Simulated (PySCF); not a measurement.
A structure optimised at PBE0-D3(BJ)/def2-TZVPD, used in a PySCF frequency run:

```xyz
2

Ca     0.0000     0.0000    -0.6067
F      0.0000     0.0000     1.3482
```
Charge 0, spin multiplicity 2.

Task: Write its SMILES, formula and point group.

Result: [F][Ca], CaF, C∞v

Task: What are its rotational constants (standard atomic weights)?

Result: 10.261 GHz (linear rotor, B only)
